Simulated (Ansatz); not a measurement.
```yaml
crystal:
  periodic: [false, false, false]
  atoms:
    - {symbol: C, position_ang: [-0.116225, 0.172459, 1.472901]}
    - {symbol: C, position_ang: [-0.056578, -0.354847, 0.057349]}
    - {symbol: C, position_ang: [1.089490, -1.310495, -0.173670]}
    - {symbol: O, position_ang: [0.129127, 0.752610, -0.840496]}
    - {symbol: B, position_ang: [-0.842715, 1.444383, -1.425451]}
    - {symbol: Cl, position_ang: [-2.555713, 1.078959, -1.205634]}
    - {symbol: Cl, position_ang: [-0.400337, 2.783104, -2.469274]}
    - {symbol: H, position_ang: [-0.239477, -0.653644, 2.176258]}
    - {symbol: H, position_ang: [0.806031, 0.703287, 1.719559]}
    - {symbol: H, position_ang: [-0.958189, 0.855703, 1.598413]}
    - {symbol: H, position_ang: [-1.003698, -0.841868, -0.193752]}
    - {symbol: H, position_ang: [0.983733, -2.184119, 0.472632]}
    - {symbol: H, position_ang: [2.042203, -0.825925, 0.050690]}
    - {symbol: H, position_ang: [1.109449, -1.648708, -1.210825]}
basis:
  gaussian: {orbitals: def2-TZVP, point_charges: [{charge: 0.50, position_ang: [5.998, -0.045, -0.032]}]}
magnetization: {spin_polarized: true, initial_magnetization: 2}
hamiltonian: {xc: {name: r2SCAN0}, dispersion: d4}
output: {forces: true}
```

```sh
$ ansatz run in.yaml --threads 4 --pin off --events-out ev --progress --plain --max-ram 11315MiB
```

It prints (some lines left out):

```
Functional definition: r2SCAN0
1704 factors; their error is unknown
mean field evaluation 1: about -30976.2358 eV, gradient 5.1e1 eV
mean field evaluation 2: about -30952.4475 eV, gradient 8.8e1 eV
mean field evaluation 4: about -30987.9764 eV, gradient 4.7e0 eV
mean field evaluation 8: about -30988.1447 eV, gradient 1.0e0 eV
mean field evaluation 16: about -30988.2730 eV, gradient 1.1e-2 eV
mean field evaluation 32: about -30988.2069 eV, gradient 2.9e-1 eV
mean field -30988.27296391 eV, -1138.7980268179 hartree, gradient 9.3e-6 eV, S^2 2.012928; 6 other end points of the search recorded, 0 dependent functions left out
reference -30988.27297695 eV, -1138.7980272972 hartree; 37, 35 occupied and 234, 236 virtual orbitals, 1704 factors
Total energy: -30988.38334960 eV, -1138.8020834171 hartree
Atom 0 at    -0.116225     0.172459     1.472901 Å, force    -0.103233     0.416657     0.458429 eV/Å
Atom 1 at    -0.056578    -0.354847     0.057349 Å, force     0.216056     0.317616    -1.283587 eV/Å
Atom 2 at     1.089490    -1.310495    -0.173670 Å, force     0.158961    -0.078167     0.001061 eV/Å
Atom 3 at     0.129127     0.752610    -0.840496 Å, force     3.722634    -3.190831     3.144411 eV/Å
Atom 4 at    -0.842715     1.444383    -1.425451 Å, force    -3.215758     1.764196    -1.602132 eV/Å
Atom 5 at    -2.555713     1.078959    -1.205634 Å, force    -0.790283    -0.019360     0.104237 eV/Å
Atom 6 at    -0.400337     2.783104    -2.469274 Å, force     0.218127     0.635511    -0.579686 eV/Å
Atom 7 at    -0.239477    -0.653644     2.176258 Å, force     0.015600     0.012569    -0.208102 eV/Å
Atom 8 at     0.806031     0.703287     1.719559 Å, force    -0.140281    -0.072422    -0.070977 eV/Å
Atom 9 at    -0.958189     0.855703     1.598413 Å, force     0.156122    -0.098502    -0.078551 eV/Å
Atom 10 at    -1.003698    -0.841868    -0.193752 Å, force    -0.081983     0.121614     0.039282 eV/Å
Atom 11 at     0.983733    -2.184119     0.472632 Å, force    -0.003034     0.138964    -0.068831 eV/Å
Atom 12 at     2.042203    -0.825925     0.050690 Å, force    -0.118031    -0.033498    -0.001342 eV/Å
Atom 13 at     1.109449    -1.648708    -1.210825 Å, force    -0.042773     0.073890     0.157626 eV/Å
Dipole moment:     0.152403    -0.498441     0.470169 e Å
```

It took 33 s on 4 threads of an Intel Xeon 6975P-C on a shared host, with 1.8 GiB of host memory at the peak.
